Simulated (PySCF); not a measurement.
A species of formula C8H7FO2 has this rotational fingerprint, computed with PySCF, PBE0-D3(BJ)/def2-SVP geometry optimisation, gas phase:

```
Rotational constants : A = 1922, B = 764.2, C = 548.7 MHz
Dipole components    : |μa| = 2.83 D, |μb| = 1.01 D, |μc| = 0.00 D
Inertial defect      : -3.29 u·Å²
κ                    : -0.69
```

Question: Which structure is it? (One computed conformer of each.)
A. `[O:1]=[C:2]([OH:3])[CH2:4][c:5]1[cH:6][cH:7][c:8]([F:9])[cH:10][cH:11]1` with O1–C2–O3–H 0°, O1–C2–C4–C5 -5°, C2–C4–C5–C6 -90°
B. `[CH3:1][O:2][c:3]1[cH:4][cH:5][c:6]([C:7](=[O:8])[F:9])[cH:10][cH:11]1` with C1–O2–C3–C4 180°, C5–C6–C7–O8 180°
C. `[CH3:1][O:2][c:3]1[cH:4][cH:5][cH:6][c:7]([C:8](=[O:9])[F:10])[cH:11]1` with C1–O2–C3–C4 180°, C6–C7–C8–O9 -179°

Answer: C. It is COc1cccc(C(=O)F)c1, an asymmetric top. The candidates at the same level (rigid rotor, commonest isotopes):

| SMILES | A (MHz) | B (MHz) | C (MHz) | μa (D) | μb (D) | μc (D) | Δ (u·Å²) | point group | rotor |
| --- | --- | --- | --- | --- | --- | --- | --- | --- | --- |
| COc1ccc(C(=O)F)cc1 | 3474 | 563.4 | 486.3 | 4.96 | 0.14 | 0.00 | -3.26 | Cs | near-prolate asymmetric top |
| O=C(O)Cc1ccc(F)cc1 | 3309 | 526.4 | 511.2 | 2.09 | 0.26 | 1.51 | -124.11 | near Cs | – |
| COc1cccc(C(=O)F)c1 | 1922 | 764.2 | 548.7 | 2.83 | 1.01 | 0.00 | -3.29 | – | asymmetric top |

`O=C(O)Cc1ccc(F)cc1` has A 72 % too high; `COc1ccc(C(=O)F)cc1` has A 81 % too high. No structure here is proved a minimum.
